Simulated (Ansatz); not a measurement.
Geometry optimisation, RHF/def2-SVP in Ansatz 0.2.0.

Input:

```yaml
crystal:
  periodic: [false, false, false]
  atoms:
    - { symbol: Sn, position_ang: [-0.19187, -0.127207, 0.121766] }
    - { symbol: C, position_ang: [-0.048935, -0.065906, 2.26639] }
    - { symbol: H, position_ang: [-0.772534, -0.765931, 2.69244] }
    - { symbol: H, position_ang: [0.952941, -0.359059, 2.581709] }
    - { symbol: H, position_ang: [-0.258547, 0.933462, 2.641673] }
    - { symbol: Cl, position_ang: [1.982274, -0.496366, -0.767175] }
    - { symbol: H, position_ang: [-0.702935, 1.346416, -0.558136] }
    - { symbol: H, position_ang: [-1.109394, -1.448364, -0.442261] }
    - { symbol: H, position_ang: [1.795224, 1.775778, 1.177412] }
    - { symbol: H, position_ang: [1.378377, 1.697977, 1.748282] }
basis:
  gaussian: { orbitals: def2-SVP }
hamiltonian:
  xc: hf
relax:
  f_tol: 0.03
  max_steps: 50
output:
  orbitals: {}
```

Launched with:

```bash
$ ansatz run input.yaml --threads 1 --pin off --max-ram 2048MiB --backend cpu --events-out ev --progress --plain --runs-dir out
```

Question: Where does it end, and by what steps?

Answer: It converged. The force dipped under the threshold on the way, but the program's further checks kept it going. After 24 steps the energy has fallen by 0.320 eV; H10 moved furthest, 1.93 Å.

```
step  energy less start (eV)  largest force component (eV/Å)  accepted
   0                  0.0000                           1.067       yes
   1                 -0.1533                           0.213       yes
   2                 -0.2117                           0.527       yes
   3                 -0.2557                           0.140       yes
   4                 -0.2773                           0.066       yes
   5                 -0.2888                           0.087       yes
   6                 -0.2940                           0.028       yes
   7                 -0.2744                           0.964        no
   8                 -0.2962                           0.063       yes
   9                 -0.2973                           0.120       yes
  10                 -0.2993                           0.245       yes
  11                 -0.3009                           0.213       yes
  12                 -0.3030                           0.112       yes
  13                 -0.3042                           0.281       yes
  14                 -0.3074                           0.165       yes
  15                 -0.3097                           0.076       yes
  16                 -0.3118                           0.071       yes
  17                 -0.3061                           0.440        no
  18                 -0.3129                           0.119       yes
  19                 -0.3158                           0.108       yes
  20                 -0.3171                           0.120       yes
  21                 -0.3175                           0.133       yes
  22                 -0.3182                           0.175       yes
  23                 -0.3202                           0.044       yes
  24                 -0.3204                           0.026       yes
```

```xyz
10
Properties=species:S:1:pos:R:3
Sn -0.429 -0.393 0.128
C -0.370 -0.419 2.274
H -1.369 -0.588 2.676
H 0.288 -1.218 2.615
H 0.006 0.535 2.641
Cl 1.808 -0.078 -0.608
H -1.312 0.916 -0.512
H -0.924 -1.877 -0.548
H 2.629 2.515 1.167
H 2.698 3.097 1.630
```

Whether the end is a true minimum wasn't checked by a vibrational analysis.

Run time: 47 s on 1 thread of Arm Neoverse V2, on a shared host, peak memory 0.19 GiB.
